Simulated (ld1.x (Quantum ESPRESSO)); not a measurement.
## Mo (Z = 42): excitation energies, all-electron against TM

molybdenum (Mo), norm-conserving Troullier–Martins (Kleinman–Bylander form), made with ld1.x (Quantum ESPRESSO) 7.5 (PBE, fully relativistic). Core [Ar] 3d10 4s2, reference 4p6 4d5 5s0.5 5p0 (charge +0.5). Waves: 5s (bound): rc 2.85 bohr; 4p (bound): rc 1.20 bohr; 4d (bound): rc 2.20 bohr. Local part: the d channel. Core correction: Bessel-smoothed model core, default radius (core density twice the valence density).

Open shells are filled in proportion to 2j + 1 (rel_dist='average').

Energies are relative to the spin-unpolarised reference configuration 4p6 4d5 5s0.5 5p0; without spin polarisation the order of configurations can differ from experiment. The d channel is local and has no spin–orbit splitting in the pseudo-atom.

**Question.** Give the all-electron excitation energy and the error of the potential for: 4p6 4d5 5s1 5p0; 4p6 4d5 5s0 5p0; 4p6 4d4 5s0 5p0; 4p6 4d2 5s0 5p0; 4p6 4d5.5 5s0.5 5p0; 4p6 4d5 5s0 5p1; 4p6 4d6 5s0 5p0.

**Answer.**

| valence configuration | charge | ΔE all-electron (eV) | error AE − PS (meV) |
| --- | --- | --- | --- |
| 4p6 4d5 5s1 5p0 | 0 | -2.727 | -2.1 |
| 4p6 4d5 5s0 5p0 | +1 | 4.164 | -3.0 |
| 4p6 4d4 5s0 5p0 | +2 | 19.624 | +0.1 |
| 4p6 4d2 5s0 5p0 | +4 | 85.864 | -49 |
| 4p6 4d5.5 5s0.5 5p0 | 0 | -2.447 | -1.3 |
| 4p6 4d5 5s0 5p1 | 0 | 0.411 | -17 |
| 4p6 4d6 5s0 5p0 | 0 | -1.965 | -10 |

These tests converged, but a pseudo level misses the all-electron one widely, so the file describes the atom poorly there or has found another state: 4p6 4d2 5s0 5p0: empty 5s by 7.1 eV (a node warning on the way).

Note: ghost state, extra bound levels that the all-electron valence spectrum of the same l lacks: s at -66.7 eV. A true bound ghost makes a file unfit for plane-wave use.
